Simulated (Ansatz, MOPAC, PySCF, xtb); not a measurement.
Pair of molecules: SiH4 (SMILES [SiH4]) (first 5 atoms) with H2 (SMILES [H][H]); geometry from B3LYP-D3(BJ)/def2-TZVP, rigid monomers moved along the line of their centres of mass till Si1···H6 is 3.04 Å.
(charge 0, multiplicity 1):
```xyz
7

Si     0.0498     0.0563    -0.0127
H      0.1179     0.1442    -1.4887
H     -1.3364    -0.2575     0.4014
H      0.4589     1.3497     0.5799
H      0.9584    -1.0114     0.4624
H     -0.0876    -0.1017     3.0221
H     -0.1278    -0.1414     3.7637
```

```json
[
 {"level": "GFN-FF", "interaction energy (meV)": "-10.1", "minus CCSD(T)/CBS(aug-cc-pV(D+d)Z, aug-cc-pV(T+d)Z)": "-7.3", "cost": "-"},
 {"level": "AM1", "interaction energy (meV)": "17.1", "minus CCSD(T)/CBS(aug-cc-pV(D+d)Z, aug-cc-pV(T+d)Z)": "19.9", "cost": "-"},
 {"level": "PM3", "interaction energy (meV)": "-25.6", "minus CCSD(T)/CBS(aug-cc-pV(D+d)Z, aug-cc-pV(T+d)Z)": "-22.8", "cost": "-"},
 {"level": "PM6", "interaction energy (meV)": "1.9", "minus CCSD(T)/CBS(aug-cc-pV(D+d)Z, aug-cc-pV(T+d)Z)": "4.7", "cost": "-"},
 {"level": "PM7", "interaction energy (meV)": "79.1", "minus CCSD(T)/CBS(aug-cc-pV(D+d)Z, aug-cc-pV(T+d)Z)": "81.9", "cost": "-"},
 {"level": "GFN1-xTB", "interaction energy (meV)": "-60.3", "minus CCSD(T)/CBS(aug-cc-pV(D+d)Z, aug-cc-pV(T+d)Z)": "-57.5", "cost": "-"},
 {"level": "GFN2-xTB", "interaction energy (meV)": "-34.1", "minus CCSD(T)/CBS(aug-cc-pV(D+d)Z, aug-cc-pV(T+d)Z)": "-31.3", "cost": "-"},
 {"level": "HF/STO-3G (no counterpoise)", "interaction energy (meV)": "22.5", "minus CCSD(T)/CBS(aug-cc-pV(D+d)Z, aug-cc-pV(T+d)Z)": "25.2", "cost": "-"},
 {"level": "HF/3-21G (no counterpoise)", "interaction energy (meV)": "14.2", "minus CCSD(T)/CBS(aug-cc-pV(D+d)Z, aug-cc-pV(T+d)Z)": "17.0", "cost": "-"},
 {"level": "HF/6-31G*", "interaction energy (meV)": "32.1", "minus CCSD(T)/CBS(aug-cc-pV(D+d)Z, aug-cc-pV(T+d)Z)": "34.9", "cost": "-"},
 {"level": "HF/6-31G* (no counterpoise)", "interaction energy (meV)": "29.6", "minus CCSD(T)/CBS(aug-cc-pV(D+d)Z, aug-cc-pV(T+d)Z)": "32.4", "cost": "-"},
 {"level": "HF/aug-cc-pV(D+d)Z", "interaction energy (meV)": "36.1", "minus CCSD(T)/CBS(aug-cc-pV(D+d)Z, aug-cc-pV(T+d)Z)": "38.9", "cost": "-"},
 {"level": "HF/aug-cc-pV(T+d)Z", "interaction energy (meV)": "36.3", "minus CCSD(T)/CBS(aug-cc-pV(D+d)Z, aug-cc-pV(T+d)Z)": "39.1", "cost": "-"},
 {"level": "PBE/def2-TZVPPD", "interaction energy (meV)": "1.4", "minus CCSD(T)/CBS(aug-cc-pV(D+d)Z, aug-cc-pV(T+d)Z)": "4.2", "cost": "×1"},
 {"level": "PBE-D4/def2-TZVPPD", "interaction energy (meV)": "-15.4", "minus CCSD(T)/CBS(aug-cc-pV(D+d)Z, aug-cc-pV(T+d)Z)": "-12.6", "cost": "×1"},
 {"level": "BP86/6-31G* (no counterpoise)", "interaction energy (meV)": "31.9", "minus CCSD(T)/CBS(aug-cc-pV(D+d)Z, aug-cc-pV(T+d)Z)": "34.7", "cost": "-"},
 {"level": "r2SCAN/def2-TZVPPD", "interaction energy (meV)": "8.5", "minus CCSD(T)/CBS(aug-cc-pV(D+d)Z, aug-cc-pV(T+d)Z)": "11.3", "cost": "×1"},
 {"level": "r2SCAN-D3(BJ)/def2-TZVPPD", "interaction energy (meV)": "2.0", "minus CCSD(T)/CBS(aug-cc-pV(D+d)Z, aug-cc-pV(T+d)Z)": "4.8", "cost": "×1"},
 {"level": "r2SCAN-D4/def2-TZVPPD", "interaction energy (meV)": "3.0", "minus CCSD(T)/CBS(aug-cc-pV(D+d)Z, aug-cc-pV(T+d)Z)": "5.8", "cost": "×1"},
 {"level": "B3LYP/3-21G (no counterpoise)", "interaction energy (meV)": "0.3", "minus CCSD(T)/CBS(aug-cc-pV(D+d)Z, aug-cc-pV(T+d)Z)": "3.1", "cost": "-"},
 {"level": "B3LYP/6-31G* (no counterpoise)", "interaction energy (meV)": "20.4", "minus CCSD(T)/CBS(aug-cc-pV(D+d)Z, aug-cc-pV(T+d)Z)": "23.2", "cost": "-"},
 {"level": "B3LYP/6-311+G** (no counterpoise)", "interaction energy (meV)": "26.0", "minus CCSD(T)/CBS(aug-cc-pV(D+d)Z, aug-cc-pV(T+d)Z)": "28.8", "cost": "-"},
 {"level": "B3LYP/def2-TZVPPD", "interaction energy (meV)": "25.5", "minus CCSD(T)/CBS(aug-cc-pV(D+d)Z, aug-cc-pV(T+d)Z)": "28.3", "cost": "×1"},
 {"level": "B3LYP-D3(BJ)/def2-TZVPPD", "interaction energy (meV)": "-2.9", "minus CCSD(T)/CBS(aug-cc-pV(D+d)Z, aug-cc-pV(T+d)Z)": "-0.1", "cost": "×1"},
 {"level": "PBE0/def2-TZVPPD", "interaction energy (meV)": "5.4", "minus CCSD(T)/CBS(aug-cc-pV(D+d)Z, aug-cc-pV(T+d)Z)": "8.2", "cost": "×1"},
 {"level": "PBE0-D3(BJ)/def2-TZVPPD", "interaction energy (meV)": "-11.1", "minus CCSD(T)/CBS(aug-cc-pV(D+d)Z, aug-cc-pV(T+d)Z)": "-8.3", "cost": "×1"},
 {"level": "PBE0-D4/def2-TZVPPD", "interaction energy (meV)": "-9.6", "minus CCSD(T)/CBS(aug-cc-pV(D+d)Z, aug-cc-pV(T+d)Z)": "-6.8", "cost": "×1"},
 {"level": "M06-2X/6-31G* (no counterpoise)", "interaction energy (meV)": "-9.5", "minus CCSD(T)/CBS(aug-cc-pV(D+d)Z, aug-cc-pV(T+d)Z)": "-6.7", "cost": "-"},
 {"level": "wB97X-V/def2-TZVPPD", "interaction energy (meV)": "-2.8", "minus CCSD(T)/CBS(aug-cc-pV(D+d)Z, aug-cc-pV(T+d)Z)": "0.0", "cost": "×3"},
 {"level": "wB97M-V/def2-TZVPPD", "interaction energy (meV)": "-1.8", "minus CCSD(T)/CBS(aug-cc-pV(D+d)Z, aug-cc-pV(T+d)Z)": "1.0", "cost": "×3"},
 {"level": "MP2/6-31G*", "interaction energy (meV)": "22.1", "minus CCSD(T)/CBS(aug-cc-pV(D+d)Z, aug-cc-pV(T+d)Z)": "24.9", "cost": "-"},
 {"level": "MP2/6-31G* (no counterpoise)", "interaction energy (meV)": "15.3", "minus CCSD(T)/CBS(aug-cc-pV(D+d)Z, aug-cc-pV(T+d)Z)": "18.1", "cost": "-"},
 {"level": "MP2/aug-cc-pV(D+d)Z", "interaction energy (meV)": "7.1", "minus CCSD(T)/CBS(aug-cc-pV(D+d)Z, aug-cc-pV(T+d)Z)": "9.9", "cost": "-"},
 {"level": "MP2/aug-cc-pV(T+d)Z", "interaction energy (meV)": "2.3", "minus CCSD(T)/CBS(aug-cc-pV(D+d)Z, aug-cc-pV(T+d)Z)": "5.1", "cost": "-"},
 {"level": "MP2/CBS(aug-cc-pV(D+d)Z, aug-cc-pV(T+d)Z)", "interaction energy (meV)": "0.2", "minus CCSD(T)/CBS(aug-cc-pV(D+d)Z, aug-cc-pV(T+d)Z)": "3.0", "cost": "-"},
 {"level": "SCS-MP2/aug-cc-pV(D+d)Z", "interaction energy (meV)": "13.6", "minus CCSD(T)/CBS(aug-cc-pV(D+d)Z, aug-cc-pV(T+d)Z)": "16.4", "cost": "-"},
 {"level": "SCS-MP2/aug-cc-pV(T+d)Z", "interaction energy (meV)": "9.5", "minus CCSD(T)/CBS(aug-cc-pV(D+d)Z, aug-cc-pV(T+d)Z)": "12.3", "cost": "-"},
 {"level": "CCSD(T)/aug-cc-pV(D+d)Z", "interaction energy (meV)": "4.8", "minus CCSD(T)/CBS(aug-cc-pV(D+d)Z, aug-cc-pV(T+d)Z)": "7.6", "cost": "×1"},
 {"level": "CCSD(T)/aug-cc-pV(T+d)Z", "interaction energy (meV)": "-0.5", "minus CCSD(T)/CBS(aug-cc-pV(D+d)Z, aug-cc-pV(T+d)Z)": "2.3", "cost": "×10"},
 {"level": "CCSD(T)/CBS(aug-cc-pV(D+d)Z, aug-cc-pV(T+d)Z)", "interaction energy (meV)": "-2.8", "minus CCSD(T)/CBS(aug-cc-pV(D+d)Z, aug-cc-pV(T+d)Z)": "0.0", "cost": "×10"}
]
```

 The comparison column counts from a level with limits of its own.

The rows run from -60.3 (GFN1-xTB) to 79.1 meV (PM7). In aug-cc-pV(T+d)Z the value moves HF 36.3, MP2 2.3, CCSD(T) -0.5, a shift of -36.8 from HF to CCSD(T). From aug-cc-pV(D+d)Z to aug-cc-pV(T+d)Z CCSD(T) changes by -5.3. The dispersion term adds -16.8 in PBE-D4, -6.6 in r2SCAN-D3(BJ), -5.5 in r2SCAN-D4. The 6 functionals in def2-TZVPPD without D3 or D4 span 28.4, from wB97X-V to B3LYP.

Interaction energies are E(AB) − E(A) − E(B) at the monomers' geometry in the complex; basis-set methods are counterpoise corrected. Rows marked so take none.

Correlated levels freeze the cores. CBS: X⁻³ extrapolation of the correlation energy, Hartree–Fock from the larger set. Rows in 3-21G, 6-311+G**, 6-31G*, STO-3G carry no dispersion term and start afresh at each structure (6-31G* with six Cartesian d functions). MP2/6-31G* freezes PySCF's default core. The state that AM1, PM3, PM6, PM7 reach isn't checked; PM7 holds dispersion and hydrogen-bond terms.

Programs: Ansatz (Gaussian orbitals); MOPAC for AM1, PM3, PM6, PM7 (differences of heats of formation); PySCF for 3-21G rows, 6-311+G** rows, 6-31G* rows, STO-3G rows, the dispersion terms; xtb for the GFN methods. Each number belongs to the level named beside it.

Costs are rough ratios of core time to PBE/def2-TZVPPD (about 3 s over the structures, on one shared machine); a dash marks a level with no comparable run of its own.

Ansatz is a program for electronic structure.
